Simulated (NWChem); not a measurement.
System: Si4H8O; SMILES [SiH3][Si@@H]1O[SiH2][SiH2]1

The following NWChem deck was run.

```
start job
memory heap 200 mb stack 900 mb global 1100 mb
geometry units angstroms noautosym nocenter noautoz
  Si    -0.168976    -2.567526    -0.368963
  Si    -0.063221    -0.547030     0.819049
  O     -1.295655     0.522206     0.325055
  Si    -0.579002     1.934721    -0.280846
  Si     1.566441     1.032892     0.140778
  H      0.958279    -3.447383     0.072834
  H     -0.025062    -2.299139    -1.833021
  H     -1.462434    -3.278961    -0.130522
  H     -0.145627    -0.798364     2.292270
  H     -0.956758     2.158002    -1.708183
  H     -0.985425     3.129894     0.517029
  H      2.404370     0.677922    -1.044757
  H      2.407935     1.678790     1.192991
end
basis spherical
  * library def2-svp
end
dft
  xc pbe0
  iterations 150
end
cosmo
  do_cosmo_smd true
  solvent toluene
end
task dft energy
```

Parts of the log:

```
             Northwest Computational Chemistry Package (NWChem) 7.3.0
             --------------------------------------------------------

                             Geometry "geometry" -> ""
                             -------------------------

 Output coordinates in angstroms (scale by  1.889725989 to convert to a.u.)

  No.       Tag          Charge          X              Y              Z
 ---- ---------------- ---------- -------------- -------------- --------------
    1 Si                  14.0000    -0.16897600    -2.56752600    -0.36896300
    2 Si                  14.0000    -0.06322100    -0.54703000     0.81904900
    3 O                    8.0000    -1.29565500     0.52220600     0.32505500
    4 Si                  14.0000    -0.57900200     1.93472100    -0.28084600
    5 Si                  14.0000     1.56644100     1.03289200     0.14077800
    6 H                    1.0000     0.95827900    -3.44738300     0.07283400
    7 H                    1.0000    -0.02506200    -2.29913900    -1.83302100
    8 H                    1.0000    -1.46243400    -3.27896100    -0.13052200
    9 H                    1.0000    -0.14562700    -0.79836400     2.29227000
   10 H                    1.0000    -0.95675800     2.15800200    -1.70818300
   11 H                    1.0000    -0.98542500     3.12989400     0.51702900
   12 H                    1.0000     2.40437000     0.67792200    -1.04475700
   13 H                    1.0000     2.40793500     1.67879000     1.19299100

 Effective nuclear repulsion energy (a.u.)     425.0236707950

                                 NWChem DFT Module
                                 -----------------

 Summary of "ao basis" -> "ao basis" (spherical)
 ------------------------------------------------------------------------------
       Tag                 Description            Shells   Functions and Types
 ---------------- ------------------------------  ------  ---------------------
 Si                         def2-svp                 8       18   4s3p1d
 O                          def2-svp                 6       14   3s2p1d
 H                          def2-svp                 3        5   2s1p

 in cosmo_initialize ...
 calling solv_data for solv:toluene

 solvent parameters
 solvname_short: toluene
 solvname_long:  toluene
 dielec:        2.3741
 dielecinf:     2.2383
 nonaqueous SMD model solvent descriptors
 dielec:        2.3741
 sola:          0.0000
 solb:          0.1400
 solc:          0.8570
 solg:         40.2000
 solh:          0.0000
 soln:          1.4961

          ---------------
          -cosmo- solvent
          ---------------
 Cosmo: York-Karplus, doi: 10.1021/jp992097l
 dielectric constant -eps-     =   2.37
 screen = (eps-1)/(eps    )    =   0.57879
 surface charge correction     = lagrangian

   van der Waals surface
 --------------------------

 ---------- ATOMIC COORDINATES (A.U.) ------------ VDWR(ANG.) --
     1   -0.31931834   -4.85192061   -0.69723897     2.470
     2   -0.11947037   -1.03373681    1.54777818     2.470
     3   -2.44843293    0.98682625    0.61426488     2.294
     4   -1.09415513    3.65609255   -0.53072198     2.470
     5    2.96014427    1.95188286    0.26603185     2.470
     6    1.81088473   -6.51460925    0.13763630     1.200
     7   -0.04736031   -4.34474272   -3.46390742     1.200
     8   -2.76359954   -6.19633782   -0.24665082     1.200
     9   -0.27519513   -1.50868920    4.33176219     1.200
    10   -1.80801046    4.07803246   -3.22799781     1.200
    11   -1.86218323    5.91464203    0.97704314     1.200
    12    4.54360048    1.28108682   -1.97430445     1.200
    13    4.55033735    3.17245309    2.25442610     1.200
 number of segments per atom =        128
 number of   points per atom =        128
 atom (   nspa,  nppa )
 ----------------------
    1 (     88,     0 )       0
    2 (     41,     0 )       0
    3 (     48,     0 )       0
    4 (     63,     0 )       0
    5 (     74,     0 )       0
    6 (     33,     0 )       0
    7 (     31,     0 )       0
    8 (     34,     0 )       0
    9 (     32,     0 )       0
   10 (     31,     0 )       0
   11 (     32,     0 )       0
   12 (     33,     0 )       0
   13 (     33,     0 )       0
 number of -cosmo- surface points =      573
 molecular surface =    184.257 angstrom**2
 molecular volume  =    194.145 angstrom**3
 -lineq- algorithm             =   0
 -bem- low  level              =   3
 -bem- from -octahedral-
 gaussian surface charge width =   4.50000
 degree of switching           =   1.00000
 switching function tolerance  =   0.00010
 atomic radii =
 --------------
    1 14.000  2.470
    2 14.000  2.470
    3  8.000  2.294
    4 14.000  2.470
    5 14.000  2.470
    6  1.000  1.200
    7  1.000  1.200
    8  1.000  1.200
    9  1.000  1.200
   10  1.000  1.200
   11  1.000  1.200
   12  1.000  1.200
   13  1.000  1.200
 ...... end of -cosmo- initialization ......

 nat:                    13
 ixmem:                  9153
 calling mnsol_interface()
 G(SMD-CDS) energy (kcal/mol)  =    -0.925
 SMD-CDS SASA (angstrom**2)    =   205.366

            General Information
            -------------------
          SCF calculation type: DFT
          Wavefunction type:  closed shell.
          No. of atoms     :    13
          No. of electrons :    72
           Alpha electrons :    36
            Beta electrons :    36
          Charge           :     0
          Spin multiplicity:     1
          Use of symmetry is: off; symmetry adaption is: off
          Maximum number of iterations: 150
          AO basis - number of functions:   126
                     number of shells:    62
          Convergence on energy requested:  1.00D-06
          Convergence on density requested:  1.00D-05
          Convergence on gradient requested:  5.00D-04

              XC Information
              --------------
                         PBE0 Method XC Functional
                     Hartree-Fock (Exact) Exchange  0.250
          PerdewBurkeErnzerhof Exchange Functional  0.750
            Perdew 1991 LDA Correlation Functional  1.000 local
           PerdewBurkeErnz. Correlation Functional  1.000 non-local

             Grid Information
             ----------------
          Grid used for XC integration:  medium
          Radial quadrature: Mura-Knowles
          Angular quadrature: Lebedev.
          Tag              B.-S. Rad. Rad. Pts. Rad. Cut. Ang. Pts.
          ---              ---------- --------- --------- ---------
          Si                  1.10       88          13.0       590
          O                   0.60       49          12.0       434
          H                   0.35       45          15.0       434
          Grid pruning is: on
          Number of quadrature shells:   761
          Spatial weights used:  Erf1

      Superposition of Atomic Density Guess
      -------------------------------------

 Sum of atomic energies:       -1233.63956328

      Non-variational initial energy
      ------------------------------

 Total energy =   -1235.393792
 1-e energy   =   -2556.517477
 2-e energy   =     896.100014
 HOMO         =      -0.248764
 LUMO         =      -0.002789

   convergence    iter        energy       DeltaE   RMS-Dens  Diis-err
 ---------------- ----- ----------------- --------- --------- ---------
     COSMO gas phase
 d= 0,ls=0.0,diis     1  -1236.9625820874 -1.66D+03  1.30D-02  7.10D-01
 d= 0,ls=0.0,diis     2  -1236.8298449792  1.33D-01  8.68D-03  2.13D+00
 d= 0,ls=0.0,diis     3  -1237.0501364815 -2.20D-01  1.61D-03  2.72D-02
 d= 0,ls=0.0,diis     4  -1237.0527343474 -2.60D-03  5.83D-04  3.37D-03
 d= 0,ls=0.0,diis     5  -1237.0533368553 -6.03D-04  1.04D-04  8.04D-05
  Resetting Diis
 d= 0,ls=0.0,diis     6  -1237.0533525879 -1.57D-05  2.37D-05  5.80D-06
 d= 0,ls=0.0,diis     7  -1237.0533536741 -1.09D-06  7.16D-06  1.77D-07
 d= 0,ls=0.0,diis     8  -1237.0533536813 -7.18D-09  3.50D-06  1.53D-07

   convergence    iter        energy       DeltaE   RMS-Dens  Diis-err
 ---------------- ----- ----------------- --------- --------- ---------
     COSMO solvation phase
 d= 0,ls=0.0,diis     1  -1237.0558544449 -2.50D-03  3.21D-04  1.69D-04
 d= 0,ls=0.0,diis     2  -1237.0558803671 -2.59D-05  1.06D-04  1.88D-04
 d= 0,ls=0.0,diis     3  -1237.0559015470 -2.12D-05  2.50D-05  2.96D-05
 d= 0,ls=0.0,diis     4  -1237.0559041878 -2.64D-06  8.42D-06  5.46D-07
 d= 0,ls=0.0,diis     5  -1237.0559042700 -8.22D-08  2.28D-06  5.01D-08

         Total DFT energy =    -1237.055904269961
      One electron energy =    -2560.214884924687
           Coulomb energy =      992.874332283753
    Exchange-Corr. energy =      -94.682264614436
 Nuclear repulsion energy =      425.023670794982

             COSMO energy =       -0.056757809573

 Numeric. integr. density =       72.000040721204

                                COSMO-SMD solvation results
                                ---------------------------

             internal energy in gas <Psi(g)|H|Psi(g)> =     -1237.053353681268
         internal energy in solvent <Psi(s)|H|Psi(s)> =     -1237.053297305104
                               delta internal energy  =         0.000056376164 (    0.04 kcal/mol)
   total free energy in solvent <Psi(s)|H+V/2|Psi(s)> =     -1237.054430736258
 polarization energy contribution <Psi(s)|V/2|Psi(s)> =        -0.001133431154 (   -0.71 kcal/mol)
    total free energy in solvent including G(SMD-CDS) =     -1237.055904269961
                       G(SMD-CDS) energy contribution =        -0.001473533703 (   -0.92 kcal/mol)
     1 M fixed-concentration free energy of solvation =        -0.002550588693 (   -1.60 kcal/mol)

                       DFT Final Molecular Orbital Analysis
                       ------------------------------------

 Vector   34  Occ=2.000000D+00  E=-3.052295D-01
              MO Center=  8.3D-02,  6.5D-01,  3.4D-01, r^2= 4.3D+00
   Bfn.  Coefficient  Atom+Function         Bfn.  Coefficient  Atom+Function
  ----- ------------  ---------------      ----- ------------  ---------------
    40      0.356777   3 O  px               43      0.281924   3 O  px
    76      0.235139   5 Si px               79      0.198890   5 Si px
    42     -0.179192   3 O  pz              117      0.162639  12 H  s
   103      0.151328   9 H  s               102      0.148548   9 H  s
    71     -0.141486   5 Si s                45     -0.139886   3 O  pz

 Vector   35  Occ=2.000000D+00  E=-2.955494D-01
              MO Center= -2.2D-01, -3.4D-03,  2.4D-01, r^2= 5.4D+00
   Bfn.  Coefficient  Atom+Function         Bfn.  Coefficient  Atom+Function
  ----- ------------  ---------------      ----- ------------  ---------------
    42      0.257866   3 O  pz               45      0.203671   3 O  pz
   102     -0.200369   9 H  s                41      0.169920   3 O  py
   108      0.168616  10 H  s                 9      0.163317   1 Si py
   107      0.158278  10 H  s               103     -0.157236   9 H  s
    28     -0.156300   2 Si pz               12      0.141444   1 Si py

 Vector   36  Occ=2.000000D+00  E=-2.663554D-01
              MO Center=  4.3D-01,  3.4D-01,  2.1D-01, r^2= 5.2D+00
   Bfn.  Coefficient  Atom+Function         Bfn.  Coefficient  Atom+Function
  ----- ------------  ---------------      ----- ------------  ---------------
    77      0.253058   5 Si py               80      0.252761   5 Si py
    30     -0.202713   2 Si py               27     -0.191118   2 Si py
    61      0.184556   4 Si px               58      0.173912   4 Si px
    29     -0.161896   2 Si px               26     -0.154495   2 Si px
     9      0.147632   1 Si py               22     -0.146660   2 Si s

 Vector   37  Occ=0.000000D+00  E=-3.246358D-02
              MO Center= -3.3D-02,  1.1D-01,  2.3D-01, r^2= 6.4D+00
   Bfn.  Coefficient  Atom+Function         Bfn.  Coefficient  Atom+Function
  ----- ------------  ---------------      ----- ------------  ---------------
    29      0.602508   2 Si px               39      0.476979   3 O  s
    22      0.455249   2 Si s                61      0.413362   4 Si px
    79      0.404221   5 Si px               62      0.326472   4 Si py
    11      0.293311   1 Si px               98      0.293355   8 H  s
     4     -0.271261   1 Si s                54      0.268121   4 Si s

 Vector   38  Occ=0.000000D+00  E=-1.679279D-02
              MO Center=  6.2D-01,  5.4D-01,  2.0D-01, r^2= 5.4D+00
   Bfn.  Coefficient  Atom+Function         Bfn.  Coefficient  Atom+Function
  ----- ------------  ---------------      ----- ------------  ---------------
    81      0.745097   5 Si pz              123     -0.646556  13 H  s
   118      0.509858  12 H  s                31      0.414194   2 Si pz
   103     -0.355028   9 H  s               113     -0.305593  11 H  s
     4      0.297810   1 Si s                63      0.253078   4 Si pz
    98     -0.247853   8 H  s               108      0.224065  10 H  s

 Vector   39  Occ=0.000000D+00  E= 4.718534D-03
              MO Center=  9.3D-01,  5.1D-01,  1.6D-01, r^2= 5.9D+00
   Bfn.  Coefficient  Atom+Function         Bfn.  Coefficient  Atom+Function
  ----- ------------  ---------------      ----- ------------  ---------------
    80      0.996053   5 Si py               22      0.713884   2 Si s
    54     -0.505698   4 Si s                61     -0.495919   4 Si px
    30      0.483373   2 Si py               29      0.402039   2 Si px
    93     -0.313485   7 H  s                13     -0.302944   1 Si pz
    21      0.303272   2 Si s                53     -0.288906   4 Si s

     Multipole analysis of the density
     ---------------------------------

     L   x y z        total         alpha         beta         nuclear
     -   - - -        -----         -----         ----         -------
     0   0 0 0      0.000000    -36.000000    -36.000000     72.000000

     1   1 0 0      0.535714     -2.003051     -2.003051      4.541817
     1   0 1 0      0.118114      0.114609      0.114609     -0.111103
     1   0 0 1     -0.027526     -5.965769     -5.965769     11.904013

     2   2 0 0    -48.542802   -148.322397   -148.322397    248.101992
     2   1 1 0      0.469662    -18.161346    -18.161346     36.792353
     2   1 0 1      0.451125     -6.203693     -6.203693     12.858511
     2   0 2 0    -46.151901   -402.130813   -402.130813    758.109726
     2   0 1 1     -0.844455     -8.571836     -8.571836     16.299217
     2   0 0 2    -47.296383    -73.395613    -73.395613     99.494843
```

Level: PBE0/def2-SVP, SMD on the gas-phase geometry. Structure relaxed at the PBE0/def2-SVP level. Solvent: toluene.
